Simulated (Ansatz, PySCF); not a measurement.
Molecule: CBrF2, charge 0, multiplicity 2. It need not be the lowest isomer of its formula. SMILES: F[C](F)Br
Geometry from a B3LYP-D3(BJ)/def2-TZVP (Ansatz, a program for electronic structure) optimisation:
```
C
F 1 1.3208
F 1 1.3208 2 110.14
Br 1 1.9178 2 114.13 3 -129.90
```
Charge 0, spin multiplicity 2.

Quantity: atomisation energy (electronic, to ground-state atoms), in kcal/mol. Correlated levels leave the core frozen unless marked. UHF or UKS for open shells. No spin-orbit coupling. The frozen core is the preceding noble-gas configuration, with the filled d and f shells of earlier blocks. Non-relativistic. The coupled-cluster limit lacks core correlation, which all-electron functionals hold. Basis-set limits of correlation are two-point, X^-3; Hartree-Fock from the larger set. The bracket is a focal-point correction in the basis named.

| level | program | atomisation energy (kcal/mol) |
|---|---|---|
| HF/STO-3G | Ansatz | 187.1 |
| HF-D4/def2-TZVPD | PySCF + dftd4 | 187.6 |
| PBE/def2-TZVPD | Ansatz | 322.0 |
| revPBE-D3(BJ)/def2-TZVPD | Ansatz + dftd3 | 305.7 |

Task: What does RI-MP2/CBS(cc-pVTZ,cc-pVQZ)+[CCSD(T)-MP2]/cc-pVTZ (Ansatz) give?

Result: 294.1 kcal/mol, so revPBE-D3(BJ)/def2-TZVPD differs from it by 11.6 kcal/mol.
